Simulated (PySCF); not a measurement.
How methods differ on the ionisation energy of Hf⁷⁰⁺

Hf⁷⁰⁺ 1s2 (1S) → Hf⁷¹⁺ 1s1 (2S), as a difference of total energies. All numbers are calculated (PySCF 2.14, scalar relativity by spin-free X2C-1e, in an even-tempered Gaussian basis (16 s from 200 bohr⁻², ratio 2.2; 7 p from 310 bohr⁻², ratio 2.4; 4 d from 930 bohr⁻², ratio 2.4; 3 f from 1400 bohr⁻², ratio 2.4; 3 g from 2100 bohr⁻², ratio 2.4)). Correlated levels: nothing frozen; virtual orbitals above 40 to 60 times the deepest correlated orbital energy dropped. The calculations carry no spin-orbit coupling.

| method | ionisation energy (eV) |
| --- | --- |
| UHF | 74746.3 |
| LDA | 74658.8 |
| PBE | 74750.1 |
| PBE0 | 74749.4 |
| r2SCAN | 74755.9 |
| BHandHLYP | 74753.2 |
| M06-2X | 74764.0 |
| MP2 (all electrons) | 74748.2 |
| SCS-MP2 (all electrons) | 74748.6 |

For this ion Breit and QED terms and the two-electron picture change, all absent here, outweigh the differences among the correlated methods.

For comparison: 74565.91 ± 0.16 eV (theoretical estimate listed by NIST; NIST Atomic Spectra Database, ionization energies).
